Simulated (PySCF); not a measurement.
CH₅FO₂Si₂, SMILES O1[SiH2][Si@@H](F)OC1.

Coordinates come from a PBE0-D3(BJ)/def2-SVP optimisation. The structure was generated by enumeration; whether it is a known compound was not checked. The values are those of a single conformer.

All values below come from TDDFT-PBE/def2-SVPD run with PySCF.

Vertical excitations. Gas-phase values at a fixed geometry.

```json
[
 {"state": "S1", "energy (eV)": "5.46", "λ (nm)": "227", "f": "0.003", "main pairs": "HOMO→LUMO 95 %"},
 {"state": "S2", "energy (eV)": "5.69", "λ (nm)": "218", "f": "0.018", "main pairs": "HOMO→LUMO+1 91 %"},
 {"state": "S3", "energy (eV)": "6.05", "λ (nm)": "205", "f": "0.039", "main pairs": "HOMO−1→LUMO 89 %"},
 {"state": "S4", "energy (eV)": "6.24", "λ (nm)": "199", "f": "0.020", "main pairs": "HOMO−1→LUMO+1 85 %"},
 {"state": "S5", "energy (eV)": "6.35", "λ (nm)": "195", "f": "0.007", "main pairs": "HOMO→LUMO+2 88 %"},
 {"state": "S6", "energy (eV)": "6.60", "λ (nm)": "188", "f": "0.023", "main pairs": "HOMO→LUMO+3 97 %"},
 {"state": "S7", "energy (eV)": "6.69", "λ (nm)": "185", "f": "0.006", "main pairs": "HOMO−2→LUMO 95 %"},
 {"state": "S8", "energy (eV)": "6.93", "λ (nm)": "179", "f": "0.007", "main pairs": "HOMO−2→LUMO+1 66 %, HOMO−3→LUMO 16 %, HOMO−1→LUMO+2 10 %"},
 {"state": "S9", "energy (eV)": "6.99", "λ (nm)": "177", "f": "0.008", "main pairs": "HOMO−1→LUMO+3 94 %"},
 {"state": "S10", "energy (eV)": "7.10", "λ (nm)": "175", "f": "0.091", "main pairs": "HOMO−1→LUMO+2 50 %, HOMO→LUMO+4 15 %, HOMO−2→LUMO+1 12 %, HOMO−3→LUMO+1 10 %"},
 {"state": "T1", "energy (eV)": "5.23", "λ (nm)": "237", "f": "0", "main pairs": "HOMO→LUMO 87 %"},
 {"state": "T2", "energy (eV)": "5.32", "λ (nm)": "233", "f": "0", "main pairs": "HOMO→LUMO+1 77 %, HOMO−1→LUMO+1 21 %"},
 {"state": "T3", "energy (eV)": "5.43", "λ (nm)": "228", "f": "0", "main pairs": "HOMO−1→LUMO 83 %"},
 {"state": "T4", "energy (eV)": "5.56", "λ (nm)": "223", "f": "0", "main pairs": "HOMO−1→LUMO+1 75 %, HOMO→LUMO+1 20 %"}
]
```
Triplets are in the Tamm–Dancoff approximation, which puts them higher than full response would, so one can lie above its singlet here.
